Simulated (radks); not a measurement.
Results of a calculation; reference values are marked as such.
Coherent X-ray form factor from a spherical all-electron density. Code: a radial shooting solver on a logarithmic mesh with Libxc functionals. Model: scalar-relativistic Kohn-Sham, PBE, spin-polarised, spherical densities, finite nucleus; Fermi nuclear charge, rms radius of each element as measured or else 0.836 A^(1/3) + 0.57 fm.

sin(theta)/lambda (1/angstrom),f0 (electrons)
0.05,15.485
0.1,14.186
0.15,12.605
0.2,11.137
0.25,9.951
0.3,9.053
0.4,7.849
0.5,7.002
0.6,6.238
0.8,4.780
1,3.568
1.25,2.537
1.5,1.940
2,1.412

The species is in the configuration that NIST lists as its ground one. Which atom or ion scatters so?

Answer. Neutral sulfur, [Ne] 3s2 3p4. Extrapolating in s^2 from the first two rows gives f0(0) = 15.9, near the electron count 16; among species with that count, the fall with angle is slower the higher Z, and the table is that of Z = 16; from so few rows the species is fixed only to a neighbour or two.
